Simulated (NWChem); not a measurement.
System: CH₃ClOSn, singlet; SMILES [Cl][Sn][O]C

NWChem input:

```
start job
memory heap 200 mb stack 900 mb global 1100 mb
geometry units angstroms noautosym nocenter noautoz
  Sn     0.689998    -0.086343    -0.001606
  Cl    -1.456765    -1.184170     0.001669
  O      0.039144     1.788547     0.000159
  C     -1.250668     2.325638     0.001966
  H     -2.038785     1.551238     0.005423
  H     -1.394535     2.966412     0.890853
  H     -1.398794     2.962622    -0.888959
end
basis spherical
  * library def2-svpd
end
ecp
  Sn library def2-ecp
end
dft
  xc pbe0
  iterations 150
end
property
  response 1 0.0
end
task dft property
```

NWChem printed, in part:

```
             Northwest Computational Chemistry Package (NWChem) 7.3.0
             --------------------------------------------------------

                             Geometry "geometry" -> ""
                             -------------------------

 Output coordinates in angstroms (scale by  1.889725989 to convert to a.u.)

  No.       Tag          Charge          X              Y              Z
 ---- ---------------- ---------- -------------- -------------- --------------
    1 Sn                  50.0000     0.68999800    -0.08634300    -0.00160600
    2 Cl                  17.0000    -1.45676500    -1.18417000     0.00166900
    3 O                    8.0000     0.03914400     1.78854700     0.00015900
    4 C                    6.0000    -1.25066800     2.32563800     0.00196600
    5 H                    1.0000    -2.03878500     1.55123800     0.00542300
    6 H                    1.0000    -1.39453500     2.96641200     0.89085300
    7 H                    1.0000    -1.39879400     2.96262200    -0.88895900

 Effective nuclear repulsion energy (a.u.)     444.9755923208

                                 NWChem DFT Module
                                 -----------------

 Summary of "ao basis" -> "ao basis" (spherical)
 ------------------------------------------------------------------------------
       Tag                 Description            Shells   Functions and Types
 ---------------- ------------------------------  ------  ---------------------
 Sn                        def2-svpd                12       32   5s4p3d
 Cl                        def2-svpd                11       27   5s4p2d
 O                         def2-svpd                 9       23   4s3p2d
 C                         def2-svpd                 8       20   4s2p2d
 H                         def2-svpd                 4        8   2s2p

            General Information
            -------------------
          SCF calculation type: DFT
          Wavefunction type:  closed shell.
          No. of atoms     :     7
          No. of electrons :    56
           Alpha electrons :    28
            Beta electrons :    28
          Charge           :     0
          Spin multiplicity:     1
          Use of symmetry is: off; symmetry adaption is: off
          Maximum number of iterations: 150
          AO basis - number of functions:   126
                     number of shells:    52
          Convergence on energy requested:  1.00D-06
          Convergence on density requested:  1.00D-05
          Convergence on gradient requested:  5.00D-04

              XC Information
              --------------
                         PBE0 Method XC Functional
                     Hartree-Fock (Exact) Exchange  0.250
          PerdewBurkeErnzerhof Exchange Functional  0.750
            Perdew 1991 LDA Correlation Functional  1.000 local
           PerdewBurkeErnz. Correlation Functional  1.000 non-local

             Grid Information
             ----------------
          Grid used for XC integration:  medium
          Radial quadrature: Mura-Knowles
          Angular quadrature: Lebedev.
          Tag              B.-S. Rad. Rad. Pts. Rad. Cut. Ang. Pts.
          ---              ---------- --------- --------- ---------
          Sn                  1.45      123          11.0       590
          Cl                  1.00       88          12.0       590
          O                   0.60       49          12.0       434
          C                   0.70       49          12.0       434
          H                   0.35       45          13.0       434
          Grid pruning is: on
          Number of quadrature shells:   444
          Spatial weights used:  Erf1

      Superposition of Atomic Density Guess
      -------------------------------------

 Sum of atomic energies:        -822.23947902

      Non-variational initial energy
      ------------------------------

 Total energy =    -787.411528
 1-e energy   =   -1643.141581
 2-e energy   =     616.114885
 HOMO         =      -0.307793
 LUMO         =      -0.046287

   convergence    iter        energy       DeltaE   RMS-Dens  Diis-err
 ---------------- ----- ----------------- --------- --------- ---------
 d= 0,ls=0.0,diis     1   -789.1148329675 -1.03D+03  1.95D-02  7.02D-01
 d= 0,ls=0.0,diis     2   -788.7346258651  3.80D-01  1.13D-02  4.12D+00
 d= 0,ls=0.0,diis     3   -789.2016355480 -4.67D-01  2.99D-03  8.11D-02
 d= 0,ls=0.0,diis     4   -789.2099522057 -8.32D-03  1.24D-03  2.32D-02
 d= 0,ls=0.0,diis     5   -789.2133596661 -3.41D-03  1.56D-04  3.05D-04
  Resetting Diis
 d= 0,ls=0.0,diis     6   -789.2133917063 -3.20D-05  5.06D-05  4.03D-05
 d= 0,ls=0.0,diis     7   -789.2133971001 -5.39D-06  1.19D-05  5.70D-07
 d= 0,ls=0.0,diis     8   -789.2133970960  4.08D-09  6.15D-06  7.58D-07

         Total DFT energy =     -789.213397095976
      One electron energy =    -1646.116694881593
           Coulomb energy =      678.447063964727
    Exchange-Corr. energy =      -61.158934129129
 Nuclear repulsion energy =      239.615167950018

 Numeric. integr. density =       56.000006927348

                       DFT Final Molecular Orbital Analysis
                       ------------------------------------

 Vector   26  Occ=2.000000D+00  E=-3.120068D-01
              MO Center= -6.0D-01,  6.1D-01,  1.2D-03, r^2= 4.3D+00
   Bfn.  Coefficient  Atom+Function         Bfn.  Coefficient  Atom+Function
  ----- ------------  ---------------      ----- ------------  ---------------
    44      0.383499  2 Cl px                 3     -0.342545  1 Sn s
     4     -0.322198  1 Sn s                 63      0.312745  3 O  s
    41      0.287364  2 Cl px                64      0.263154  3 O  px
    65      0.250977  3 O  py               103      0.199041  5 H  s
    67      0.185674  3 O  px                68      0.171767  3 O  py

 Vector   27  Occ=2.000000D+00  E=-2.961455D-01
              MO Center= -4.3D-01,  1.8D+00, -6.8D-04, r^2= 2.5D+00
   Bfn.  Coefficient  Atom+Function         Bfn.  Coefficient  Atom+Function
  ----- ------------  ---------------      ----- ------------  ---------------
    66      0.506272  3 O  pz                69      0.367500  3 O  pz
   119      0.212681  7 H  s                 89     -0.210670  4 C  pz
   111     -0.211452  6 H  s                 46     -0.172425  2 Cl pz
   112     -0.141767  6 H  s                120      0.141873  7 H  s
    43     -0.129378  2 Cl pz                14      0.119931  1 Sn pz

 Vector   28  Occ=2.000000D+00  E=-2.922950D-01
              MO Center=  1.2D-01,  5.5D-01,  5.3D-04, r^2= 4.4D+00
   Bfn.  Coefficient  Atom+Function         Bfn.  Coefficient  Atom+Function
  ----- ------------  ---------------      ----- ------------  ---------------
     3      0.379108  1 Sn s                 65      0.363891  3 O  py
    68      0.274406  3 O  py                 4      0.272187  1 Sn s
    12      0.260413  1 Sn px                44     -0.257834  2 Cl px
    41     -0.187618  2 Cl px                 2     -0.153522  1 Sn s
   103      0.153239  5 H  s                 88     -0.139868  4 C  py

 Vector   29  Occ=0.000000D+00  E=-9.660084D-02
              MO Center=  6.6D-01, -9.6D-02, -1.7D-03, r^2= 3.8D+00
   Bfn.  Coefficient  Atom+Function         Bfn.  Coefficient  Atom+Function
  ----- ------------  ---------------      ----- ------------  ---------------
    17      0.591247  1 Sn pz                14      0.551634  1 Sn pz
    66     -0.205574  3 O  pz                46     -0.190157  2 Cl pz
    11     -0.170711  1 Sn pz                 8     -0.159254  1 Sn pz
    69     -0.154153  3 O  pz                43     -0.124651  2 Cl pz
   101      0.085676  4 C  d  1              40     -0.070264  2 Cl pz

 Vector   30  Occ=0.000000D+00  E=-2.715132D-02
              MO Center=  8.5D-01, -1.5D-01, -1.9D-03, r^2= 5.6D+00
   Bfn.  Coefficient  Atom+Function         Bfn.  Coefficient  Atom+Function
  ----- ------------  ---------------      ----- ------------  ---------------
    16      0.471866  1 Sn py                86     -0.440747  4 C  s
     5      0.402672  1 Sn s                 37     -0.389319  2 Cl s
    13      0.361066  1 Sn py                12      0.316212  1 Sn px
    15      0.299591  1 Sn px                36      0.291607  2 Cl s
    44      0.279352  2 Cl px                32      0.210608  1 Sn d  2

 Vector   31  Occ=0.000000D+00  E=-5.272455D-03
              MO Center=  8.2D-01, -3.8D-01, -1.9D-03, r^2= 5.9D+00
   Bfn.  Coefficient  Atom+Function         Bfn.  Coefficient  Atom+Function
  ----- ------------  ---------------      ----- ------------  ---------------
     4      0.729293  1 Sn s                  5     -0.587499  1 Sn s
    16      0.393162  1 Sn py                15     -0.357209  1 Sn px
     3      0.298533  1 Sn s                 12     -0.283178  1 Sn px
   112     -0.278711  6 H  s                120     -0.278539  7 H  s
    28      0.267595  1 Sn d -2              62     -0.263577  3 O  s

     Multipole analysis of the density
     ---------------------------------

     L   x y z        total         alpha         beta         nuclear
     -   - - -        -----         -----         ----         -------
     0   0 0 0     -0.000000    -28.000000    -28.000000     56.000000

     1   1 0 0      0.834197     20.833716     20.833716    -40.833235
     1   0 1 0      0.127349    -12.892325    -12.892325     25.911998
     1   0 0 1     -0.001668     -0.013520     -0.013520      0.025371

     2   2 0 0    -37.266841   -132.918565   -132.918565    228.570290
     2   1 1 0     -3.580452     -1.219338     -1.219338     -1.141777
     2   1 0 1      0.002496      0.162529      0.162529     -0.322561
     2   0 2 0    -39.331402   -201.840391   -201.840391    364.349381
     2   0 1 1      0.003744     -0.027697     -0.027697      0.059138
     2   0 0 2    -34.897979    -20.277315    -20.277315      5.656652

 *** CALLING NEW AORESP DRIVER FOR CLOSED AND OPEN SHELLS ***
 Entering AOResponse driver routine

--------------------------------------------------------------------------------

          -----------------------------------------------
          Solving response equations for perturbing field
          -----------------------------------------------

 number of frequencies:     1
 frequency in a.u.:  0.0000000E+00
 Perturbing field: electric
 Using El. Dipole Length Gauge

 Setting up CPKS with frequency omega =      0.00000000 a.u.

 STATIC response

                                NWChem CPHF Module
                                ------------------

  scftype          =     RHF
  nclosed          =       28
  nopen            =        0
  variables        =     2744
  # of vectors     =        3
  tolerance        = 0.10D-03
  level shift      = 0.00D+00
  max iterations   =       50
  max subspace     =       30

 SCF residual:    3.5985759161423454E-004

Iterative solution of linear equations
  No. of variables     2744
  No. of equations        3
  Maximum subspace       30
        Iterations       50
       Convergence  1.0D-04

   iter   nsub   residual    time
   ----  ------  --------  ---------
     1      3    3.81D+00      57.3
     2      6    3.31D+00      78.6
     3      9    6.22D-01      98.9
     4     12    1.03D-01     117.9
     5     15    1.99D-02     136.8
     6     18    2.93D-03     165.5
     7     21    4.90D-04     194.0
     8     24    9.44D-05     223.4

 Electric Dipole Response Matrix (nonzero elements):

              1        2        3
    1   80.6236  -0.2940  -0.0383
    2   -0.2939  82.4689   0.0047
    3   -0.0383   0.0047  56.0025

 ------------------------------------------
 average:        73.03168 + I       0.00000

 DFT Linear Response polarizability / au
 Frequency  =       0.0000000 / au
              X              Y              Z
 -----------------------------------------------
 X      80.6236170     -0.2940125     -0.0383466
 Y      -0.2939313     82.4688967      0.0047241
 Z      -0.0383463      0.0047241     56.0025252
 -----------------------------------------------
 Eigenvalues =      80.5779600     82.5146141     56.0024648
 Isotropic   =      73.0316796
 Anisotropic =      25.5988247
 -----------------------------------------------

 Magnetic Dipole Response Matrix (nonzero elements):

 Exiting AOResponse driver routine
```

Level: PBE0/def2-SVPD with def2 effective core potentials on Sn. Low-valent species are run as closed-shell singlets; no triplet was tried in these runs. Structure relaxed at the PBE0/def2-SVP level. No frequency run checked for a minimum. def2 effective core potentials on Sn; no spin-orbit coupling.
